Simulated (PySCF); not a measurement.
PySCF input file for Si(H)(F)(Cl)(OMe) (CH4ClFOSi), SMILES CO[SiH](Cl)F, PBE/pcSseg-1. Geometry: B3LYP-D3(BJ)/def2-SVP. One conformer was computed; it need not be the lowest.

```python
import numpy as np
from pyscf import gto, scf, dft
from pyscf.prop.nmr import rks as nmr

mol = gto.M(
    atom='''
    Si    0.07590377    0.15583396    0.44836506
    F    -0.00757023    1.74018272    0.12466719
    Cl    1.85927014   -0.56624439   -0.24853015
    O    -1.11450409   -0.62998233   -0.35504004
    C    -2.50379662   -0.37336376   -0.25582443
    H    -0.01237605    0.00529217    1.91335909
    H    -2.74788493    0.64955930   -0.58967640
    H    -2.86952351   -0.50308905    0.77884808
    H    -3.03351628   -1.08888638   -0.90136689
    ''',
    basis='pcSseg-1',
    charge=0,
    spin=0,
    max_memory=1600,
    verbose=3,
)
mf = dft.RKS(mol, xc='pbe')
mf.grids.level = 3
mf.conv_tol = 1e-10
mf.max_cycle = 100
mf.kernel()
n = nmr.NMR(mf)
n.verbose = 2
n.max_cycle_cphf = 60
sigma = n.kernel()
print('atom   isotropic/ppm   span/ppm')
for i, s in enumerate(sigma):
    w = np.linalg.eigvalsh((s + s.T) / 2)
    print(f'{mol.atom_symbol(i):2s}{i + 1:3d} {w.mean():14.3f} {w[2] - w[0]:11.3f}')
```

Program output:

```
converged SCF energy = -964.805560801353
atom   isotropic/ppm   span/ppm
Si  1        361.683      58.281
F   2        284.135     106.939
Cl  3        847.689     316.055
O   4        266.234     129.050
C   5        125.151      84.496
H   6         25.866       9.697
H   7         27.197      10.898
H   8         27.339      10.304
H   9         27.277      10.387
```

The calculation finished and met its thresholds.
